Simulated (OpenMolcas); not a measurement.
## Sm2+: the spin-orbit constant, worked from levels

```
Program             : OpenMolcas 26.06
Basis               : ANO-RCC-VTZP [8s7p5d3f2g1h]
Scalar Hamiltonian  : DKH2, point nucleus
Active space        : 6 electrons in 7 orbitals (4f)
State averaging     : 2S+1 = 7 even, 7 roots; 2S+1 = 5 even, 140 roots (126 in the spin-orbit step); 2S+1 = 3 even, 588 roots (308 in the spin-orbit step); 2S+1 = 1 even, 490 roots (173 in the spin-orbit step)
Spin-orbit coupling : state interaction with AMFI integrals over the reference wave functions, term energies averaged over their components
```

Methods: CASSCF; SS-CASPT2, IPEA 0.25 Eh, imaginary shift 0.1 Eh (closed shells correlated: 5s 5p). Measured levels: Martin, Zalubas and Hagan, Atomic Energy Levels: The Rare-Earth Elements, NSRDS-NBS 60 (1978).

**The spin-orbit constant.** For the Hund term ⁷F of f6, E(J) = (A/2) J(J+1) + constant and ζ = 2S·A = 6A. From J = 0 to J = 6 the energy changes by 21 A.

```tsv
Source	E(6) - E(0)	A	ζ
CASSCF	4278.8	203.8	1223
SS-CASPT2	4467.5	212.7	1276
measured	4027.0	191.8	1151
```

All in cm-1. SS-CASPT2 is off by +10.9 % and CASSCF by +6.3 %. Both methods take the spin-orbit matrix elements from the reference wave functions, so the second can move ζ only through the term energies and any multistate remixing. Second-order mixing with other terms is absorbed into this ζ.

CASPT2 breaks the degeneracy within a term, and the mean is taken; among the terms shown or strongly mixed into the levels shown the widest spread is 100 cm-1 (4f⁶ ⁷F, SS-CASPT2). High states are left out of the spin-orbit mixing, which shifts the levels that they would mix with. Without dynamic correlation excited terms often stand tens of per cent too high (terms of higher spin than the ground term too low), and those without a measured partner can miss by more than the paired ones (holds for CASSCF). Computed and measured levels are paired by configuration, term and J; levels that our copy of the source lacks, or whose pairing is in doubt (as where it misses far off the trend of its configuration), stay unpaired and out of the deviations. Only configurations of the active space appear.
